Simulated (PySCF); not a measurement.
First SCF of a structure search on sextet RuSBr, at a hand-made bent geometry. PySCF input:

```python
from pyscf import gto, scf, dft
mol = gto.M(atom='''
Ru     0.000000     0.000000     0.000000
S     -1.703800     0.000000     1.193000
Br     1.957800     0.000000     1.370800''',
    basis={'Ru': 'def2-SVP', 'S': 'def2-SVP', 'Br': 'def2-SVP'},
    ecp={'Ru': 'def2-SVP'},
    charge=0, spin=5)
mf = dft.UKS(mol, xc='PBE')
mf.grids.atom_grid = (50, 194)
aux = {'Ru': 'def2-universal-JKFIT', 'S': 'def2-universal-JKFIT', 'Br': 'def2-universal-JKFIT'}
mf = mf.density_fit(auxbasis=aux)
mf.conv_tol = 1e-08
mf.diis_space = 10
mf.max_cycle = 60
mf.init_guess = 'minao'
mf.verbose = 4
mf.kernel()
```

Excerpt of the output (cycles alone):

```
init E= -3056.25996909345
cycle= 1 E= -3064.54168853861  delta_E= -8.28  |g|= 1.62  |ddm|= 2.47
cycle= 2 E= -3053.16818925605  delta_E= 11.4  |g|= 3.52  |ddm|= 7.86
cycle= 3 E= -3066.14698626232  delta_E=  -13  |g|= 0.419  |ddm|= 7.44
cycle= 4 E= -3065.9410489306  delta_E= 0.206  |g|= 0.666  |ddm|=  1.3
cycle= 5 E= -3066.24494992587  delta_E= -0.304  |g|= 0.194  |ddm|= 0.955
cycle= 6 E= -3066.2593378787  delta_E= -0.0144  |g|= 0.141  |ddm|= 0.197
cycle= 7 E= -3066.26961888428  delta_E= -0.0103  |g|= 0.0291  |ddm|= 0.135
cycle= 8 E= -3066.27001941558  delta_E= -0.000401  |g|= 0.0132  |ddm|= 0.0472
cycle= 9 E= -3066.27008486694  delta_E= -6.55e-05  |g|= 0.00467  |ddm|= 0.0189
cycle= 10 E= -3066.2700979959  delta_E= -1.31e-05  |g|= 0.000685  |ddm|= 0.00621
cycle= 11 E= -3066.27009825076  delta_E= -2.55e-07  |g|= 0.000469  |ddm|= 0.00126
cycle= 12 E= -3066.27009835617  delta_E= -1.05e-07  |g|= 0.00014  |ddm|= 0.000342
cycle= 13 E= -3066.27009836752  delta_E= -1.13e-08  |g|= 1.35e-05  |ddm|= 0.000153
cycle= 14 E= -3066.27009836764  delta_E= -1.22e-10  |g|= 8.34e-06  |ddm|= 2.99e-05
Extra cycle  E= -3066.27009836638  delta_E= 1.26e-09  |g|= 4.83e-05  |ddm|= 5.52e-05
converged SCF energy = -3066.27009836638  <S^2> = 8.7560466  2S+1 = 6.0020152
```

No lower solution of this spin was found from smeared starts or by a stability analysis within the unrestricted form.

Other spin states or occupations of the open shell can lie lower.

The search for the lowest solution, 3 starts and the stability check together, took 10 s on 2 threads of a shared AMD EPYC 9R05 (Zen 5) host, with 81 basis functions; the process peaked at 0.34 GiB. Launch command: `OMP_NUM_THREADS=2 python axn.py task.json out`.
